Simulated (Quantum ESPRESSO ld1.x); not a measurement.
All-electron atom: Au V in [Xe] 4f14 5d7. Calculated with ld1.x of Quantum ESPRESSO 7.5: Dirac Kohn-Sham, PBE, spin-unpolarised, spherical densities, point nucleus; open shells fill j = l - 1/2 first. Some entries of the table are withheld. Estimate them.

orbital,occ.,eigenvalue (eV),r(max) (bohr),<r^2> (bohr^2)
1s1/2,2,-80709.2,0.010,0.0003930
2s1/2,2,-14271.9,0.060,0.005935
2p1/2,2,-13685.8,0.045,0.004202
2p3/2,4,-11849.9,0.052,0.005390
3s1/2,2,-3408.34,0.170,0.03855
3p1/2,2,-3145.33,0.159,0.03516
3p3/2,4,-2740.18,0.173,0.04158
3d3/2,4,-2304.54,0.135,(1)
3d5/2,6,-2217.48,0.140,(2)
4s1/2,2,-780.858,0.382,0.1870
4p1/2,2,-668.752,0.382,0.1909
4p3/2,4,-571.586,0.411,0.2235
4d3/2,4,-388.442,0.404,0.2361
4d5/2,6,-370.348,0.414,0.2478
5s1/2,2,-159.911,0.851,(3)
4f5/2,6,-135.485,0.373,0.2961
4f7/2,8,-131.668,0.379,0.3045
5p1/2,2,-123.269,0.893,1.109
5p3/2,4,-106.286,0.975,1.319
5d3/2,4,-55.9545,1.15,2.132
5d5/2,3,-53.9644,1.18,2.254

Answer. 
(1) 3d3/2 <r^2> (bohr^2): 0.03190
(2) 3d5/2 <r^2> (bohr^2): 0.03364
(3) 5s1/2 <r^2> (bohr^2): 0.9529
